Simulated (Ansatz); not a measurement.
Two structures of SnH6SeO, closed shell, reached by relaxing down either side of one saddle point (PBE0-D4/def2-TZVP). Energies are electronic, without zero-point energy. Ansatz 0.2.0; basis: def2-TZVPP and def2-QZVPP; cores frozen in the correlated methods. Filled d shells of the heavier atoms are correlated. Core potentials replace the inner electrons of the atoms past krypton. The def2 sets are not built for correlating such inner shells, so the correlated values are less sure here. Extrapolation: Hartree–Fock as exp(−7.88 √X), correlation as X^−2.97. First:

```csv
atom,x (Å),y (Å),z (Å)
Sn1,-1.1609,0.1630,-0.7535
O2,-0.3163,0.9920,0.8378
H3,-1.0671,-1.5288,-0.5733
H4,-2.7856,0.6977,-0.7559
H5,-0.2691,0.7568,-2.0682
H6,1.6056,0.1760,0.8282
Se7,2.6687,-0.5819,0.1396
H8,-0.9330,1.1555,1.5545
H9,2.2577,-1.8303,0.7909
```

Second:

```
9
angstrom
Sn -0.5340 -0.5333 -1.0769
O 0.0523 1.8413 1.1073
H -0.7862 -1.8267 -2.1680
H -1.7179 -0.5854 0.1424
H -0.4499 0.9427 -1.9060
H 0.7671 1.2009 1.2197
Se 1.7702 -0.8810 -0.0315
H -0.4032 1.8666 1.9517
H 1.3017 -2.0251 0.7615
```

Problem. Which bonds change from the first to the second?

Solution. SnH₄O ([OH][SnH3]) + H₂Se → SnH₄Se ([SeH][SnH3]) + H₂O; bonds formed: Sn1–Se7, O2–H6; bonds broken: Sn1–O2, H6–Se7.

Problem. Give the saddle point's structure and its height above each. (To be estimated.)

Solution. By the calculation: 48.6 kJ/mol above the first and 116.6 kJ/mol above the second (CCSD(T) at an estimated basis limit (MP2 extrapolated from triple and quadruple zeta, plus CCSD(T) − MP2 in triple zeta)).
```xyz
9
angstrom
Sn -0.8555 0.0224 -0.8012
O -0.0965 1.0270 0.8648
H -0.8971 -1.6590 -0.5914
H -2.4413 0.6458 -0.5615
H -0.1616 0.6952 -2.1862
H 0.9851 0.4892 0.8269
Se 2.2243 -0.4735 0.0306
H -0.5774 0.9582 1.6979
H 1.8199 -1.7053 0.7202
```

No T1 diagnostic of these runs exceeds 0.013.

Labels in which every atom is bracketed show which atoms are joined, not bond orders.

For scale, one of the runs: CCSD(T)/def2-TZVPP, 213 basis functions, launched by `ansatz run in.yaml --threads 4 --pin off --events-out ev --progress --plain --max-ram 9574MiB`. The run took 38 s on 4 CPU threads of an Intel Xeon 6975P-C (shared host), with 3.8 GiB of host memory at its peak.
